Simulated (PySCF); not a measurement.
Correlation energy of B⁺ (boron, charge +1)

[He] 2s2, closed-shell 1S. Calculation: PySCF 2.14, in aug-cc-pVQZ (6s5p4d3f2g, 80 functions); no relativity, point nucleus. Frozen: 1s2; 2 electrons correlated.

With two correlated electrons CCSD is exact within the correlated space (frozen core and kept virtual orbitals).

```
level  correlation energy (mhartree)
 CCSD                         -60.96
```

Diagnostics: T1 = 0.013, D1 = 0.0181, largest double amplitude 0.149.

Cost of the coupled-cluster step: roughly 1 core-seconds, for 2 correlated electrons.
